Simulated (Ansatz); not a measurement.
`O=C([SiH3])O[SiH2]F` + `OC[SiH2]F` → `F[SiH2][SiH2]F` + `O=C([SiH3])OCO`  (redistribution)

Program: Ansatz. Geometries: PBE0-D4/def2-TZVP. ΔE: electronic, gas phase. CCSD(T)/CBS is the MP2 limit (def2-TZVPP, def2-QZVPP) plus CCSD(T) − MP2 in def2-TZVPP, frozen cores. This one scheme is used for every species. Functionals use def2-TZVPP. B3LYP here is the variant with VWN-RPA as its local correlation; programs differ in this. One conformer a species, not always the lowest.

Problem. Is it downhill or uphill in electronic energy at CCSD(T)/CBS, and by how much? (An estimate is asked.)

Solution. The calculation gave: Uphill: ΔE = +140.1 kJ/mol.

Problem. What do these levels give: PBE-D4, ωB97M-V, B2PLYP, r2SCAN, PBE0, B3LYP, MP2/def2-TZVPP, SCS-MP2/def2-TZVPP, CCSD/def2-TZVPP, MP2/def2-QZVPP, SCS-MP2/def2-QZVPP, MP2/CBS(def2)? (Estimate.)

Solution. Computed: PBE-D4 114.6, ωB97M-V 141.6, B2PLYP 137.7, r2SCAN 130.4, PBE0 121.4, B3LYP 131.0, MP2/def2-TZVPP 147.7, SCS-MP2/def2-TZVPP 145.8, CCSD/def2-TZVPP 139.5, MP2/def2-QZVPP 150.2, SCS-MP2/def2-QZVPP 148.3, MP2/CBS(def2) 151.0 kJ/mol.

Largest T1 diagnostic among the species: 0.015.

From PBE to PBE0 (25 % exact exchange), in def2-TZVPP and without D4, ΔE moves by +7.6 kJ/mol.
